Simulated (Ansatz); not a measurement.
Energy needed to pull apart CH$_{4}$OTe (SMILES CO[TeH]), singlet, into free ground-state atoms, from the structure below (displaced at random from a GFN2-xTB minimum); no zero-point or spin–orbit terms; open-shell atoms are treated unrestricted, in their ground-state multiplicity.

C1  (-0.484, 0.711, -0.248)
O2  (-0.558, -0.388, 0.573)
Te3  (0.531, -2.002, 0.215)
H4  (-0.690, 0.475, -1.316)
H5  (0.535, 1.151, -0.200)
H6  (-1.179, 1.416, 0.082)
H7  (1.846, -1.382, 0.876)
(Å)

Program: Ansatz 0.2.0. Basis: def2-TZVPP. Cores are frozen in the correlated methods. Filled d shells of the heavier atoms are correlated. Core potentials replace the inner electrons of the atoms past krypton. The def2 sets are not built for correlating such inner shells, so the correlated values are less sure here.

```tsv
method	atomization energy (eV)
PBE-D4	23.24
r2SCAN-D4	22.64
PBE0-D4	?
HSE06-D4	22.59
BHLYP-D4	?
wB97M-V	22.63
HF	15.11
MP2	22.31
CCSD	21.63
CCSD(T)	22.05
```

What does BHLYP-D4 give? (Judge from chemistry; the value comes from the calculation.)

By the calculation: 21.76 eV, which is about 0.30 eV less than CCSD(T)/def2-TZVPP.

What does PBE0-D4 give? (To be estimated.)

The calculation gives: 22.57 eV, which is about 0.52 eV more than CCSD(T)/def2-TZVPP.

In triple zeta the MP2 and coupled-cluster atomization energies are still short of their basis limit by a few kcal/mol a bond, whereas those of the functionals are nearly converged, so these differences are not deviations from converged CCSD(T).

No T1 diagnostic of these runs exceeds 0.013.

For scale, one of the runs: CCSD(T)/def2-TZVPP forces, 168 basis functions (an equivalent command: `ansatz run in.yaml --threads 4`). Hardware: 4 CPU threads, shared host. Wall time 3.3 min; peak host memory 3 GiB.
